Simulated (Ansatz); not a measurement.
`[F][AlH][CH2][GeH3]` → Al• + C• + F• + Ge• + 6 H•  (atomization)

Computed with Ansatz on PBE0-D4/def2-TZVP structures; ΔE is electronic, products minus reactants. CBS: MP2 limit from def2 TZ/QZ plus the TZ coupled-cluster correction, frozen cores. This one scheme is used for every species, atoms too. For atomizations the MP2-based limit and the directly extrapolated one differ by several kJ/mol either way, and by 10 to 25 for some Ge, Se and Sn compounds, so smaller differences from it don't rank the levels. Functionals use def2-TZVPP. Open shells (•) are unrestricted, without spin–orbit coupling. Spin–orbit coupling would lower the free atoms: a little for Al, C, F; clearly for Ge. Bonds to Ge are less sure, by a few kJ/mol each and by 10 to 20 or more in all where they break to atoms, as the def2 sets lack core-valence functions. Scalar relativity is left out up to krypton. One conformer a species, not always the lowest.

What is ΔE at CCSD(T)/CBS? (An estimate is asked.)

The calculation gave: +3254.3 kJ/mol.

What do these levels give: B97M-V, ωB97M-V, PBE-QIDH, SCS-MP2/def2-TZVPP, CCSD/def2-TZVPP, HF/CBS(def2)? (An estimate is asked.)

The calculation gave: B97M-V 3270.9, ωB97M-V 3227.5, PBE-QIDH 3207.3, SCS-MP2/def2-TZVPP 3202.5, CCSD/def2-TZVPP 3149.2, HF/CBS(def2) 2448.7 kJ/mol.

Largest T1 diagnostic among the species: 0.018.

In def2-TZVPP, CCSD(T) changes the Hartree–Fock value by +742.2 kJ/mol (the triples alone add +35.8 kJ/mol) and MP2 by +764.6 kJ/mol; breaking electron pairs costs correlation energy, which Hartree–Fock lacks. From r2SCAN to r2SCAN0 (25 % exact exchange), in def2-TZVPP and without D4, ΔE moves by −38.9 kJ/mol: exact exchange takes away binding that semilocal exchange gives to molecules. At CCSD(T), def2-SVP lies −186.3 kJ/mol from the extrapolated value and def2-TZVPP −69.4 kJ/mol: correlation converges slowly with the basis, and small sets miss more of it in the bonded molecule than in its fragments.
